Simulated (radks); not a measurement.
Correlation energies from several functionals, in hartree. Species: Br7+ [Ar] 3d10; Fe22+ [He] 2s2; Ne [Ne]; S4+ [Ne] 3s2. Calculated with a radial shooting solver on a logarithmic mesh with Libxc functionals: non-relativistic Kohn-Sham, PBE, spin-polarised, spherical densities, point nucleus. Every spin shell is full or empty, so the densities are truly spherical. Functionals are evaluated on that one density, not self-consistently.

functional,Br7+,Fe22+,Ne,S4+
PW92,-2.7936,-0.44489,-0.74030,-1.0300
PZ,-2.7913,-0.44539,-0.73766,-1.0281
PBE,-1.4602,-0.11069,-0.34699,-0.44818
PW91,-1.5942,-0.14372,-0.37838,-0.50134
OP (B88),-1.4181,-0.16441,-0.37738,-0.50236
TPSS,-1.4631,-0.11294,-0.35036,-0.45297
B95,-1.7984,-0.19383,-0.38777,-0.55442
Tao-Mo,-1.3982,-0.089202,-0.31120,-0.40892
